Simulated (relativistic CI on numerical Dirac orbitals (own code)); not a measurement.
**Pd⁴⁺: L2,3 absorption edge**

Computed with this model: Dirac-Coulomb-Breit CI, KLI orbitals optimised for each configuration, model QED, valence Slater integrals scaled by 0.9, multiplet model of core-to-valence dipole absorption; configurations [Kr] 4d6 → [He] 2s2 2p5 3s2 3p6 3d10 4s2 4p6 4d7; 10 K; Lorentzian 1.6 eV and Gaussian 0.5 eV FWHM. Energies are those of the free ion, without screening or charge transfer. The branching ratio is the share of the lower-energy edge in the whole absorption, uncertain by about 0.02 where the edges overlap. S is read from ⟨S²⟩ = S(S + 1).

Field parameters in Wybourne normalisation: Oh B⁴₀ = 21Dq, B⁴₄ = √(5/14) B⁴₀. The field is a parameter set, without covalency.

Computed curve for Oh, 10Dq = 7250 cm⁻¹, scaled to 100 at the maximum (points under 2 are left out and the grid is thinned):

```csv
Energy (eV),Intensity
3173.00,2.1
3173.50,2.4
3173.75,2.6
3174.25,3.0
3174.50,3.3
3175.00,3.9
3175.50,4.8
3175.75,5.4
3176.25,6.9
3176.50,7.9
3177.00,10.7
3177.50,15.5
3177.75,19.1
3178.25,30.6
3178.50,38.9
3179.00,59.6
3179.25,70.5
3179.75,89.8
3180.25,100.0
3180.50,97.4
3181.00,83.6
3181.25,78.6
3181.75,70.4
3182.25,55.2
3182.50,46.3
3183.00,30.4
3183.25,24.2
3183.75,15.9
3184.25,11.1
3184.50,9.4
3185.00,7.1
3185.25,6.2
3185.75,4.9
3186.25,4.0
3186.50,3.6
3187.00,3.0
3187.25,2.8
3187.75,2.4
3188.25,2.0
3334.00,2.3
3334.50,3.1
3334.75,3.6
3335.25,5.4
3335.75,8.6
3336.00,11.3
3336.50,19.6
3336.75,24.9
3337.25,32.5
3337.50,32.6
3338.00,26.0
3338.50,17.7
3338.75,14.9
3339.25,11.9
3339.50,11.0
3340.00,9.0
3340.50,6.1
3340.75,4.9
3341.25,3.3
3341.50,2.8
3342.00,2.0
```

The ground state has S = 1.99, and the centroid lies at 3213.01 eV.
